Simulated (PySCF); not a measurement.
```xyz
3
charge -1 multiplicity 1, angstrom
As    0.0000    0.0000   -0.2704
O     1.3894    0.0000    0.6321
O    -1.3894    0.0000    0.6321
```

These are results of PBE0 in PySCF with As def2-TZVPD, O def2-TZVPD; no relativity; density-fitted integrals, not measurements.

This geometry of AsO₂⁻ is a stationary point at this level.

What is the point group?

C2v.

Is it a minimum?

Yes: all harmonic wavenumbers are real.

Which band is strongest in the infrared?

920 cm⁻¹ (b2), 284 km/mol.

What are the dipole moment and the gap between the highest occupied and lowest empty levels?

3.14 D about the centre of mass and 4.90 eV.

Give the atomic charges and bond orders.


```tsv
atom	Mulliken	Löwdin	polar tensor	Mayer order to As1
As1	0.27	0.64	0.81	–
O2,3	-0.63	-0.82	-0.91	1.52
```

This need not be the most stable arrangement of these atoms. The lowest empty level of this anion is unbound, so it and the gap depend on the basis.
